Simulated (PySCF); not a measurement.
This PySCF input asks for the NMR shieldings of `InChI=1S/C6H13BOSi/c1-7(9-8-2)6-4-3-5(4)6/h4-6H,3,9H2,1-2H3/t4-,5+,6+`; the geometry comes from GFN2-xTB.

```python
import basis_set_exchange as bse
import numpy as np
from pyscf import gto, dft
from pyscf.prop import nmr

atoms = """
C     3.828304   -0.080361    0.523536
O     2.490177   -0.456405    0.554726
Si    1.226855    0.367773   -0.076526
B    -0.345643   -0.722135    0.324727
C    -0.258050   -2.094584    1.087695
C    -1.742802   -0.191309   -0.098444
C    -2.009618    1.304161   -0.091162
C    -3.178409    1.277938   -1.025089
C    -1.883661    0.615773   -1.377481
H     3.968892    0.898950    0.987901
H     4.408616   -0.824379    1.071364
H     4.191673   -0.026883   -0.505957
H     1.258416    1.745211    0.477871
H     1.515853    0.637834   -1.508513
H    -0.121809   -1.884991    2.150532
H    -1.146409   -2.718874    1.000696
H     0.609158   -2.684330    0.797573
H    -2.616930   -0.802003    0.141339
H    -1.493125    2.102619    0.392768
H    -4.036611    0.661137   -0.779835
H    -3.438137    2.194718   -1.540639
H    -1.237148    0.699528   -2.222361
"""
names = dict.fromkeys(["C", "O", "Si", "B", "H"], "pcSseg-1")
basis = {el: gto.basis.parse(bse.get_basis(n, elements=[el], fmt="nwchem")) for el, n in names.items()}
mol = gto.M(atom=atoms, basis=basis, charge=0, verbose=0)
mf = dft.RKS(mol, xc="PBE0")
mf.grids.level = 2
mf.grids.alignment = dft.numint.BLKSIZE   # the property module wants whole blocks of grid points
mf.conv_tol = 1e-9
mf.kernel()

calc = nmr.RKS(mf)   # GIAO
C = mf.mo_coeff
Co = C[:, mf.mo_occ > 0]
resp = mf.gen_response(singlet=True, hermi=2)
def vind(x):   # induced exchange potential for any number of trial vectors
    d = np.einsum("pi,xij,qj->xpq", C, 2 * x.reshape(-1, C.shape[1], Co.shape[1]), Co, optimize=True)
    return np.einsum("xpq,pi,qj->xij", resp(d - d.transpose(0, 2, 1)), C, Co, optimize=True).ravel()
mo1, _ = nmr.rhf.solve_mo1(calc, with_cphf=vind)
sigma = calc.kernel(mo1)
for i, s in enumerate(sigma):   # ppm
    print("%2d %-2s %9.2f" % (i, mol.atom_pure_symbol(i), np.trace(s) / 3))
```

**Question.** What are the results?

**Answer.** 
```
 0 C     130.81
 1 O     356.44
 2 Si    380.70
 3 B      -0.44
 4 C     166.71
 5 C     129.20
 6 C     175.49
 7 C     152.65
 8 C     176.33
 9 H      28.19
10 H      27.76
11 H      28.13
12 H      26.62
13 H      26.60
14 H      30.78
15 H      30.10
16 H      29.80
17 H      30.84
18 H      29.57
19 H      31.26
20 H      30.40
21 H      29.59
```

These numbers come from an equivalent density-fitted implementation of the same equations, which agrees with the script to about 0.01 ppm for H and up to a few tenths of a ppm for heavy atoms, so last digits may differ.

Size and cost of the density-fitted run: 225 basis functions, 89 s wall time on 1 thread of an Arm Neoverse N1, shared host; peak memory 1.1 GiB.
